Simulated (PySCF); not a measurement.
# Fe(2+) (iron, charge +2): TPSS calculation

Configuration: [Ar] 3d6, high-spin 5D determinant. All numbers are calculated (PySCF 2.14, the spin-free X2C one-electron Hamiltonian (Gaussian nucleus), in x2c-QZVPPall (11s7p5d4f2g, 103 functions)).

- Total energy: -1271.778 hartree
- One-electron energy: -1738.176 hartree
- Hartree (Coulomb) energy: 522.230 hartree
- Exchange-correlation energy: -55.832 hartree
- ⟨S²⟩: 6.0011
- ⟨L²⟩: 6.009
- Sum of ⟨r⟩: 15.26 bohr
- Sum of ⟨r²⟩: 16.21 bohr²
- Traceless quadrupole moment −½Σ⟨3z² − r²⟩ along its main axis: 0.457 e·bohr²
- Langevin diamagnetic susceptibility: -12.8 ×10⁻⁶ cm³/mol

```json
{"shell": "1s β", "electrons": "1", "mean orbital energy (hartree)": "-258.18113", "spread (hartree)": "0", "rms radius, mean of both spins (bohr)": "0.0675"}
{"shell": "1s α", "electrons": "1", "mean orbital energy (hartree)": "-258.18085", "spread (hartree)": "0", "rms radius, mean of both spins (bohr)": "0.0675"}
{"shell": "2s α", "electrons": "1", "mean orbital energy (hartree)": "-30.89098", "spread (hartree)": "0", "rms radius, mean of both spins (bohr)": "0.290"}
{"shell": "2s β", "electrons": "1", "mean orbital energy (hartree)": "-30.82700", "spread (hartree)": "0", "rms radius, mean of both spins (bohr)": "0.290"}
{"shell": "2p α", "electrons": "3", "mean orbital energy (hartree)": "-26.36671", "spread (hartree)": "0.03271", "rms radius, mean of both spins (bohr)": "0.261"}
{"shell": "2p β", "electrons": "3", "mean orbital energy (hartree)": "-26.31484", "spread (hartree)": "0.01816", "rms radius, mean of both spins (bohr)": "0.261"}
{"shell": "3s α", "electrons": "1", "mean orbital energy (hartree)": "-4.22785", "spread (hartree)": "0", "rms radius, mean of both spins (bohr)": "0.872"}
{"shell": "3s β", "electrons": "1", "mean orbital energy (hartree)": "-4.05597", "spread (hartree)": "0", "rms radius, mean of both spins (bohr)": "0.872"}
{"shell": "3p α", "electrons": "3", "mean orbital energy (hartree)": "-2.95957", "spread (hartree)": "0.06736", "rms radius, mean of both spins (bohr)": "0.933"}
{"shell": "3p β", "electrons": "3", "mean orbital energy (hartree)": "-2.78834", "spread (hartree)": "0.01557", "rms radius, mean of both spins (bohr)": "0.933"}
{"shell": "3d α", "electrons": "5", "mean orbital energy (hartree)": "-0.99398", "spread (hartree)": "0.07455", "rms radius, mean of both spins (bohr)": "1.22"}
{"shell": "3d β", "electrons": "1", "mean orbital energy (hartree)": "-0.87546", "spread (hartree)": "0", "rms radius, mean of both spins (bohr)": "1.22"}
```

Densities and radii are taken from the X2C orbitals without a picture-change correction, which distorts them close to the nucleus.
